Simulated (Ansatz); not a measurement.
A nudged elastic band was laid between two geometries of BFH3N + H2S (9 atoms, charge 0, multiplicity 1).

Method: RKS PBE-D4/6-31G* in Ansatz.

```yaml
movable_images: 9
climbing_image: yes
spring: 5.0 eV/Å²
optimiser: quadratic models (default)
start_path: through a guess of the saddle point
force_threshold: 0.03 eV/Å
iteration_limit: 60
end_points: relaxed
```

Image 0:

```xyz
9
Properties=species:S:1:pos:R:3
B 0.122 -0.568 0.219
N 0.122 -0.257 1.594
H -0.734 -0.214 2.141
H 0.975 -0.217 2.151
F 1.294 -0.720 -0.426
H -0.912 -0.677 -0.391
S -0.879 3.248 1.435
H -1.565 3.073 0.275
H -0.311 2.007 1.348
```

Image 10:

```xyz
9
Properties=species:S:1:pos:R:3
B -0.107 0.527 0.191
N 0.106 0.159 1.822
H -0.769 0.289 2.345
H 0.434 -0.809 1.956
F 1.150 0.292 -0.346
H -1.011 -0.208 -0.166
S -0.574 2.399 0.179
H -1.921 2.227 0.137
H 0.805 0.797 2.229
```

**Question.** What changes between the two ends?

**Answer.** Bonds broken: S7–H9. Bonds formed: B1–S7, N2–H9. BFH3N + H2S becomes BFH5NS.

**Question.** What energy profile does the band end with?

**Answer.** The run converged. The highest image is number 5 of 0 to 10, 18.4 kcal/mol above the first end and 24.4 kcal/mol above the last; the last end lies 6.0 kcal/mol below the first. A vibrational analysis at the climbing image gives one clearly imaginary mode, 1022i cm⁻¹: a first-order saddle point. The orbitals stay closed-shell, which can raise the energy where a bond breaks towards radicals; this wasn't checked here.

```tsv
image	path coordinate (Å)	energy (kcal/mol)	S7–H9 (Å)	B1–S7 (Å)	N2–H9 (Å)
0	0.00	0.0	1.37	4.13	2.32
1	0.49	0.1	1.37	3.93	2.33
2	0.99	0.4	1.37	3.68	2.36
3	1.48	1.6	1.37	3.29	2.23
4	1.97	7.5	1.39	2.81	1.89
5	2.47	18.4	1.59	2.37	1.43
6	2.97	2.7	2.07	2.07	1.07
7	3.48	-4.3	2.59	1.94	1.03
8	3.98	-4.9	2.72	1.93	1.03
9	4.49	-5.6	2.81	1.93	1.03
10	5.00	-6.0	2.94	1.93	1.03
```

**Question.** What is the geometry of the highest image?

**Answer.** 
```xyz
9
Properties=species:S:1:pos:R:3
B -0.035 0.093 0.279
N -0.035 0.106 1.817
H -0.816 -0.365 2.280
H 0.856 -0.159 2.250
F 1.167 -0.173 -0.283
H -1.058 -0.226 -0.274
S -0.227 2.452 0.330
H -1.586 2.435 0.341
H -0.152 1.512 1.606
```

**Question.** What are the harmonic wavenumbers there?

**Answer.** 1022i, 159, 230, 336, 393, 446, 528, 551, 742, 814, 950, 1005, 1058, 1298, 1313, 1344, 1578, 2592, 2626, 3428, 3537 cm⁻¹.

Run time: 3.9 min on 1 thread of Arm Neoverse V2, on a shared host, peak memory 0.14 GiB.
